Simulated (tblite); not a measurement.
Start geometry of `C[S@](=O)CC([O])=O` [radical] from a force field or distance geometry (Å):
```
atom  x, y, z in Å
C1     1.4127    0.4993    0.4022
S2     0.5722   -1.0970    0.2470
O3     1.4658   -1.9925   -0.5776
C4    -0.8019   -0.5205   -0.7897
C5    -1.6635    0.4773   -0.0253
O6    -2.4851   -0.0075    0.7953
O7    -1.4503    1.6933   -0.3348
H8     1.5544    0.9503   -0.5805
H9     0.8259    1.1649    1.0430
H10    2.3760    0.3401    0.8723
H11   -1.4042   -1.4050   -1.0516
H12   -0.4008   -0.1032   -1.7025
```

Question: What comes out of this run: GFN2-xTB geometry optimisation, gas phase in tblite?

Answer: 
```
atom  x, y, z in Å
C1     1.4134    0.4507    0.5181
S2     0.4461   -1.0881    0.2785
O3     1.3179   -1.9430   -0.5325
C4    -0.7628   -0.4491   -0.9624
C5    -1.6830    0.5127   -0.0239
O6    -1.5217    0.2565    1.1495
O7    -2.3150    1.2636   -0.7282
H8     1.7675    0.8066   -0.4437
H9     0.7886    1.1840    1.0123
H10    2.2602    0.1987    1.1488
H11   -1.4072   -1.2542   -1.3117
H12   -0.3029    0.0609   -1.8068
```

The energy falls by 0.531 eV over 126 L-BFGS steps, the largest force on an atom goes from 3.80 to 0.005 eV/Å, and the atoms move by 0.468 Å rms after alignment. The bond that changes most is C4–C5 (ends: carbon bonded to C, S and 2 H; carbon bonded to C and 2 O), which lengthens by 0.105 Å. Bonds longer at the end by more than 0.005 Å: 4 of 11; shorter: 6. Among the angles that change most is O6–C5–O7, from 129.5° to 140.0°. Among the dihedrals that turn most is S2–C4–C5–O6, from -79° to -17°. Rotational constants go from 4305, 1451, 1269 to 4607, 1494, 1374 MHz. The orientation of the end geometry is arbitrary; only internal coordinates are fixed.

Hardware: one thread, Arm Neoverse V1 (aarch64) (shared host). Cost: 0.71 s of wall time.

Its GFN2-xTB frequencies are all real (lowest 57 cm⁻¹). 3 starts were optimised and ended at 0.00, 0.03 and -5.00 kcal/mol (GFN2-xTB); the lowest of these is shown.

One conformer stands for the species.

The numbers are calculated, not measured.
